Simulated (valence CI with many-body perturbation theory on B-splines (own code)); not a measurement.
## E1 line list for Rb²⁴⁺

Computed by relativistic CI+MBPT: three valence electrons over a frozen Dirac-Fock core [Ne], radial functions for each j: 11 s, 11 p, 10 d, 8 f, 5 g, 2 h, with the one-electron correlation potential Σ1 (screened to all orders), the two-electron term Σ2, the three-electron term Σ3, Breit, model QED; selected single and double excitations, second order for the rest, scaled by the run's own slope (own B-spline code, finite nucleus).

No measured spectrum was set against this ion. As an estimate, levels of excited configurations hold to 0.05 to 0.15 % of their energy, terms of the ground configuration to about 0.5 %.

Lines 1 to 50 of 576 in falling wavelength, among levels below 41.105 Ry, chosen from the strongest by gf and those to the six lowest levels. Wavelengths and rates use the calculated energies, so an error of 600 cm⁻¹ moves a line at 474.9 Å by 0.28 % and its rate by three times that or more. Electric multipoles are in the length gauge, E1 and E2 with the static RPA response of the core. Weak lines are less certain than strong ones. Lines between different terms over intervals too small for the method are left out, as are lines whose strength nearly cancels. Where a level lies close to another of its J and parity, the split of strength between their lines is uncertain. The highest levels of a list are the least certain.

Names give the largest LS component (configuration and term), which can be under half, so a name can repeat, a term be missing and a line seem to break the LS rules; names also repeat where a configuration has a term twice. Letters in brackets count levels of one name in rising energy.

| λ vac (Å) | Upper | Lower | A (s⁻¹) | S (a.u.) |
| --- | --- | --- | --- | --- |
| 474.9 | 3s²4p ²P°_1/2 | 3s²4s ²S_1/2 | 3.25e+09 | 3.44e-01 |
| 396.5 | 3s²4p ²P°_3/2 | 3s²4s ²S_1/2 | 5.42e+09 | 6.67e-01 |
| 311.3 | 3s3p² ⁴P_1/2 | 3s²3p ²P°_3/2 | 6.75e+07 | 2.01e-03 |
| 287.3 | 3p³ ²D°_5/2 | 3s3p² ²P_3/2 | 1.53e+09 | 1.07e-01 |
| 261.4 | 3s3p² ⁴P_3/2 | 3s²3p ²P°_3/2 | 1.04e+08 | 3.65e-03 |
| 253.7 | 3p²3d ²G_7/2 | 3s3p3d ²F°_5/2 [b] | 2.11e+09 | 1.36e-01 |
| 240.3 | 3p3d² ²H°_9/2 | 3s3d² ²G_9/2 | 2.44e+09 | 1.67e-01 |
| 239.1 | 3p3d² ²H°_9/2 | 3s3d² ²G_7/2 | 4.76e+09 | 3.22e-01 |
| 236.8 | 3s3p² ⁴P_5/2 | 3s²3p ²P°_3/2 | 7.86e+08 | 3.09e-02 |
| 235.7 | 3p²3d ⁴F_9/2 | 3s3p3d ²F°_7/2 [a] | 2.32e+09 | 1.50e-01 |
| 233.8 | 3p3d² ⁴G°_5/2 | 3s3d² ⁴F_3/2 | 5.52e+09 | 2.09e-01 |
| 231.6 | 3p3d² ²G°_7/2 [a] | 3s3d² ²G_7/2 | 1.79e+09 | 8.79e-02 |
| 231.2 | 3s3p² ⁴P_1/2 | 3s²3p ²P°_1/2 | 8.96e+08 | 1.09e-02 |
| 226.3 | 3p3d² ⁴G°_7/2 | 3s3d² ⁴F_7/2 | 2.26e+09 | 1.04e-01 |
| 224.0 | 3p3d² ²G°_9/2 [a] | 3s3d² ²F_7/2 | 1.82e+09 | 1.01e-01 |
| 221.0 | 3p3d² ⁴G°_7/2 | 3s3d² ⁴F_5/2 | 6.33e+09 | 2.70e-01 |
| 220.4 | 3p²3d ²G_9/2 | 3s3p3d ²F°_7/2 [b] | 4.27e+09 | 2.26e-01 |
| 215.1 | 3p3d² ²F°_7/2 [b] | 3s3d² ²D_5/2 | 2.06e+09 | 8.10e-02 |
| 214.3 | 3p3d² ⁴F°_9/2 | 3s3d² ²G_7/2 | 2.44e+09 | 1.19e-01 |
| 214.2 | 3p3d² ⁴G°_9/2 | 3s3d² ⁴F_9/2 | 3.62e+09 | 1.76e-01 |
| 209.0 | 3p3d² ⁴G°_9/2 | 3s3d² ⁴F_7/2 | 7.54e+09 | 3.40e-01 |
| 205.6 | 3p²3d ⁴F_3/2 | 3s3p3d ⁴D°_1/2 | 5.28e+09 | 9.05e-02 |
| 204.6 | 3p²3d ²F_7/2 [a] | 3s3p3d ⁴D°_5/2 | 3.94e+09 | 1.33e-01 |
| 204.4 | 3p³ ²D°_3/2 | 3s3p² ²D_3/2 | 2.63e+09 | 4.43e-02 |
| 203.8 | 3p3d² ⁴F°_5/2 | 3s3d² ⁴P_5/2 | 3.51e+09 | 8.80e-02 |
| 203.0 | 3p²3d ⁴D_3/2 | 3s3p3d ²D°_5/2 [a] | 4.72e+09 | 7.79e-02 |
| 202.5 | 3p3d² ²F°_5/2 [b] | 3s3d² ²F_5/2 | 5.07e+09 | 1.25e-01 |
| 202.5 | 3s3p² ⁴P_3/2 | 3s²3p ²P°_1/2 | 1.79e+07 | 2.93e-04 |
| 200.7 | 3p²3d ²F_5/2 [b] | 3s3p3d ²F°_5/2 [b] | 3.20e+09 | 7.66e-02 |
| 198.5 | 3s3p² ²D_3/2 | 3s²3p ²P°_3/2 | 2.68e+08 | 4.14e-03 |
| 198.3 | 3p²3d ²F_7/2 [b] | 3s3p3d ²D°_5/2 [b] | 4.13e+09 | 1.27e-01 |
| 198.0 | 3p²3d ²F_5/2 [b] | 3s3p3d ²F°_7/2 [b] | 3.80e+09 | 8.74e-02 |
| 197.3 | 3p³ ²D°_5/2 | 3s3p² ²D_5/2 | 4.88e+09 | 1.11e-01 |
| 195.6 | 3p³ ²P°_3/2 | 3s3p² ²P_3/2 | 5.97e+09 | 8.82e-02 |
| 193.5 | 3p3d² ²F°_7/2 [a] | 3s3d² ⁴F_9/2 | 8.24e+09 | 2.36e-01 |
| 193.2 | 3p3d² ²G°_9/2 [a] | 3s3d² ²G_7/2 | 9.55e+09 | 3.40e-01 |
| 192.9 | 3p3d² ⁴P°_3/2 | 3s3d² ⁴P_5/2 | 9.24e+09 | 1.31e-01 |
| 190.9 | 3p²3d ⁴F_5/2 | 3s3p3d ⁴D°_3/2 | 6.64e+09 | 1.37e-01 |
| 189.9 | 3p²3d ⁴F_5/2 | 3s3p3d ⁴P°_5/2 | 3.75e+09 | 7.60e-02 |
| 189.3 | 3p²3d ²G_9/2 | 3s3p3d ²F°_7/2 [a] | 8.55e+09 | 2.86e-01 |
| 189.1 | 3p3d² ⁴P°_3/2 | 3s3d² ⁴P_1/2 | 6.31e+09 | 8.42e-02 |
| 189.1 | 3p3d² ²P°_3/2 [b] | 3s3d² ²S_1/2 | 1.02e+10 | 1.36e-01 |
| 189.0 | 3p²3d ⁴F_9/2 | 3s3p3d ⁴D°_7/2 | 5.12e+09 | 1.71e-01 |
| 187.8 | 3p²3d ²D_5/2 [b] | 3s3p3d ²P°_3/2 [b] | 4.62e+09 | 9.07e-02 |
| 187.6 | 3p3d² ⁴G°_11/2 | 3s3d² ⁴F_9/2 | 1.71e+10 | 6.67e-01 |
| 185.8 | 3p3d² ²H°_11/2 | 3s3d² ²G_9/2 | 2.78e+10 | 1.05e+00 |
| 184.3 | 3p3d² ²F°_7/2 [d] | 3s3d² ²F_7/2 | 3.43e+09 | 8.48e-02 |
| 184.1 | 3s3p² ²D_5/2 | 3s²3p ²P°_3/2 | 3.92e+09 | 7.25e-02 |
| 183.2 | 3p³ ²D°_5/2 | 3s3p² ²D_3/2 | 1.01e+09 | 1.84e-02 |
| 182.6 | 3p3d² ⁴F°_3/2 | 3s3d² ⁴F_3/2 | 7.32e+09 | 8.81e-02 |
